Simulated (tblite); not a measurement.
Compound: C4H10BNO2.
Numbering: `[CH3:1]/[C:2](=[CH:3]/[BH2-:4][NH3+:5])[O:6][CH:7]=[O:8]` (hydrogens: H9, H10, H11 on C1; H12 on C3; H13, H14 on B4; H15, H16, H17 on N5; H18 on C7)
Bond orders are those of one Lewis drawing.

Computed with GFN2-xTB (tblite), gas phase: L-BFGS steps from a force-field or distance-geometry start until the largest atomic force falls under 0.01 eV/Å.

Step 10: E = -705.2683 eV
```
atom  x, y, z in Å  |  force x, y, z in eV/Å
C1     -2.1389   -1.1527    0.2062    0.031   0.014  -0.037
C2     -0.9626   -0.2947   -0.1608   -0.050   0.032   0.078
C3      0.3142   -0.6003    0.0021   -0.088  -0.049  -0.046
B4      1.5011    0.3841   -0.4019   -0.049  -0.014  -0.011
N5      2.8724   -0.3679    0.1029    0.185  -0.083   0.062
O6     -1.2447    0.9596   -0.7453   -0.100  -0.060  -0.030
C7     -1.8498    1.8683   -0.0214    0.002   0.071  -0.022
O8     -2.2980    1.7646    1.0856    0.067   0.071  -0.113
H9     -3.0773   -0.6706   -0.0628    0.084  -0.048  -0.001
H10    -2.1399   -1.3394    1.2823   -0.060  -0.034  -0.130
H11    -2.0486   -2.0990   -0.3293   -0.166  -0.024   0.124
H12     0.4865   -1.5851    0.4257    0.102  -0.037   0.003
H13     1.5821    0.5209   -1.5779    0.090   0.023  -0.066
H14     1.4317    1.4217    0.1735    0.075   0.037   0.071
H15     2.6073   -1.0470    0.8069   -0.034  -0.008   0.092
H16     3.3140   -0.8497   -0.6694    0.007  -0.032  -0.106
H17     3.5210    0.2978    0.5014    0.054   0.106   0.005
H18    -1.8793    2.7956   -0.6296   -0.151   0.036   0.129
```

Step 11: E = -705.2753 eV
```
atom  x, y, z in Å  |  force x, y, z in eV/Å
C1     -2.1443   -1.1549    0.2084    0.022   0.028  -0.057
C2     -0.9693   -0.2976   -0.1602    0.030   0.062   0.081
C3      0.3094   -0.6006   -0.0006   -0.028  -0.024  -0.041
B4      1.5005    0.3838   -0.4010   -0.002   0.011  -0.045
N5      2.8795   -0.3663    0.1013    0.139  -0.104   0.091
O6     -1.2551    0.9560   -0.7464   -0.065  -0.036  -0.075
C7     -1.8526    1.8713   -0.0230    0.072  -0.060  -0.110
O8     -2.2939    1.7670    1.0841   -0.026   0.074   0.116
H9     -3.0793   -0.6710   -0.0650    0.042  -0.032   0.010
H10    -2.1484   -1.3425    1.2833   -0.054  -0.025  -0.099
H11    -2.0581   -2.1000   -0.3264   -0.144  -0.075   0.097
H12     0.4908   -1.5851    0.4218    0.062  -0.016  -0.005
H13     1.5926    0.5270   -1.5763    0.055  -0.002  -0.057
H14     1.4408    1.4237    0.1720    0.042   0.017   0.090
H15     2.6158   -1.0427    0.8076   -0.060  -0.037   0.113
H16     3.3189   -0.8549   -0.6684    0.008   0.005  -0.102
H17     3.5291    0.2971    0.5038    0.039   0.106  -0.044
H18    -1.8850    2.7961   -0.6267   -0.133   0.108   0.038
```

Step 12: E = -705.2813 eV
```
atom  x, y, z in Å  |  force x, y, z in eV/Å
C1     -2.1486   -1.1564    0.2093    0.003   0.016  -0.055
C2     -0.9750   -0.2992   -0.1580    0.081   0.054   0.043
C3      0.3049   -0.6011   -0.0039    0.058   0.009  -0.028
B4      1.5001    0.3841   -0.4010    0.056   0.028  -0.055
N5      2.8888   -0.3674    0.1016    0.057  -0.062   0.108
O6     -1.2660    0.9519   -0.7489   -0.028  -0.004  -0.086
C7     -1.8546    1.8728   -0.0249    0.071  -0.116  -0.118
O8     -2.2901    1.7708    1.0837   -0.056   0.059   0.226
H9     -3.0808   -0.6720   -0.0665   -0.016   0.004   0.003
H10    -2.1577   -1.3457    1.2820   -0.041  -0.016  -0.034
H11    -2.0695   -2.1023   -0.3219   -0.104  -0.112   0.052
H12     0.4954   -1.5852    0.4180    0.021   0.011  -0.015
H13     1.6031    0.5325   -1.5762    0.026  -0.024  -0.028
H14     1.4497    1.4261    0.1724    0.015  -0.027   0.087
H15     2.6224   -1.0398    0.8107   -0.050  -0.041   0.101
H16     3.3237   -0.8591   -0.6692    0.010   0.027  -0.072
H17     3.5377    0.2985    0.5047    0.003   0.058  -0.093
H18    -1.8923    2.7978   -0.6236   -0.106   0.134  -0.037
```

Task: Estimate the geometry and energy of step 13. (The exact step hangs on the optimiser's Hessian estimate; all steps are aligned on step 12, rigid shifts and turns removed.)

Result: E = -705.2858 eV, largest force 0.184 eV/Å
```
atom  x, y, z in Å  |  force x, y, z in eV/Å
C1     -2.1518   -1.1573    0.2090   -0.011  -0.008  -0.037
C2     -0.9782   -0.2995   -0.1554    0.095   0.016  -0.014
C3      0.3028   -0.6011   -0.0071    0.105   0.040  -0.016
B4      1.5010    0.3851   -0.4019    0.096   0.027  -0.036
N5      2.8974   -0.3697    0.1038   -0.025  -0.036   0.062
O6     -1.2752    0.9482   -0.7523   -0.005   0.027  -0.048
C7     -1.8562    1.8725   -0.0264    0.017  -0.077  -0.060
O8     -2.2870    1.7750    1.0853   -0.018   0.034   0.180
H9     -3.0824   -0.6729   -0.0674   -0.050   0.035  -0.011
H10    -2.1660   -1.3483    1.2800   -0.025  -0.005   0.021
H11    -2.0805   -2.1059   -0.3174   -0.061  -0.112   0.015
H12     0.4991   -1.5849    0.4145   -0.006   0.032  -0.020
H13     1.6118    0.5366   -1.5770    0.011  -0.036  -0.002
H14     1.4569    1.4276    0.1744   -0.001  -0.065   0.070
H15     2.6266   -1.0386    0.8154   -0.017  -0.024   0.070
H16     3.3280   -0.8617   -0.6709   -0.007   0.047  -0.004
H17     3.5448    0.3007    0.5034   -0.017   0.016  -0.107
H18    -1.8998    2.8005   -0.6216   -0.081   0.090  -0.062
```

The energy changes by -0.0045 eV. The first-order estimate −F·Δx gives -0.0063 eV and the mean of the old and new forces, exact on a quadratic surface, -0.0044 eV. The step makes an angle of 65° with the force vector and moves no atom by more than 0.012 Å.

What follows is the cost of the whole relaxation. Hardware: an AMD EPYC 9R45 with one thread, shared host. Cost: 0.76 s of wall time.
